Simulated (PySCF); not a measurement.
Species: C3H9NOSi.
Atom-mapped SMILES: `[CH3:1][N:2]([CH3:3])[C:4](=[O:5])[SiH3:6]` (hydrogens: H7, H8, H9 on C1; H10, H11, H12 on C3; H13, H14, H15 on Si6)

Structure used (PBE0-D3(BJ)/def2-SVP), in Å, numbered top down from 1:
```xyz
15
C3H9NOSi angstrom
C     -0.8367    1.0063   -0.4529
N     -0.5653   -0.2088    0.2610
C     -1.7031   -0.9578    0.7350
C      0.6938   -0.6695    0.5253
O      0.9011   -1.6957    1.1511
Si     2.2445    0.3116   -0.0944
H     -1.4359    0.8132   -1.3599
H     -1.3925    1.7250    0.1748
H      0.0969    1.4924   -0.7688
H     -1.3290   -1.8554    1.2426
H     -2.3020   -0.3608    1.4442
H     -2.3549   -1.2546   -0.1042
H      3.4281   -0.4878    0.3176
H      2.2401    0.4843   -1.5815
H      2.3058    1.6736    0.5238
```

Method: TDDFT PBE0/def2-SVPD, vertical, gas phase, core orbitals frozen in the response in PySCF.

Computed states:

| state | E (eV) | f |
| --- | --- | --- |
| S1 | 4.85 | 0.0037 |
| S2 | 6.15 | 0.163 |
| S3 | 6.38 | 0.0035 |
| S4 | 6.42 | 0.023 |
| S5 | 6.86 | 0.0043 |
| S6 | 6.93 | 0.144 |
| S7 | 6.97 | 0.0074 |
| S8 | 7.05 | 0.0007 |
| S9 | 7.26 | 0.0011 |
| S10 | 7.36 | 0.0099 |

Each state is given a Gaussian of 0.3 eV full width at half maximum, with ε(max) = 2.175×10⁸ f / Δν̃ (Δν̃ the width in cm⁻¹). The width is an assumption, not a result. The curve ends short of the highest state used, and states not computed would add to its high-energy end.

(1) Give the broadened spectrum and its maxima.

(2) On this curve, what absorbance would a 10⁻⁵ mol/L sample give at 266 nm over a 1 cm path?

(3) Coming from long wavelengths, where does ε first pass 100 L mol⁻¹ cm⁻¹?

Results:

(1) 
λ (nm), ε (L mol⁻¹ cm⁻¹) and a bar:
```
    183.5       5733 ############
    185.8       2217 ####
    188.1       1373 ###
    190.4       2097 ####
    192.7       3603 #######
    195.0       6105 ############
    197.2       9777 ####################
    199.5      13654 ############################
    201.8      14846 ##############################
    204.1      12237 #########################
    206.4       7673 ################
    208.7       3709 #######
    211.0       1404 ###
    213.3        423 #
    215.5        110 
    217.8         22 
    220.1          4 
    222.4          1 
    224.7          0 
    227.0          0 
    229.3          0 
    231.6          0 
    233.8          1 
    236.1          2 
    238.4          7 
    240.7         20 
    243.0         45 
    245.3         89 
    247.6        151 
    249.8        219 
    252.1        283 #
    254.4        322 #
    256.7        325 #
    259.0        292 #
    261.3        235 
    263.6        171 
    265.9        113 
    268.1         70 
    270.4         39 
    272.7         20 
    275.0          9 
    277.3          4 
    279.6          2 
    281.9          1
```

Maxima: 256 nm (4.85 eV), ε about 330, made up of S1 (100%); 201 nm (6.16 eV), ε about 15000, made up of S2 (98%) (ε in L mol⁻¹ cm⁻¹; maxima over ε = 5, shares over 10%). At its high-energy end, 6.76 eV, the curve is still rising (ε about 5900, from S6).

(2) 266 nm is 4.661 eV, where ε is about 110 L mol⁻¹ cm⁻¹, so A = ε c l ≈ 0.0011 (Beer–Lambert, with the gas-phase spectrum and the assumed width).

(3) At about 266 nm (4.65 eV), 0.20 eV below S1.

All these states lie below the vertical ionisation energy of 8.98 eV (ΔSCF).

One conformer stands for the species.
